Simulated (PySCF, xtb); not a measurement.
CrH4O5, SMILES [O]=[Cr]([OH])([OH])([OH])[OH], multiplicity 1.

GFN2-xTB run with xtb at its own geometry gives an orbital gap of 3.55 eV and a dipole moment of 5.53 D.

Coordinates come from a B3LYP-D3(BJ)/def2-SVP optimisation. The spin state was assumed, not searched. Other conformers were not sampled.

### Question
What does PySCF with CAM-B3LYP/def2-TZVP give? (An estimate is asked for; the answer gives what the named calculation found.)

### Answer
gap 6.85 eV (levels -10.22 and -3.37 eV), dipole 1.56 D.
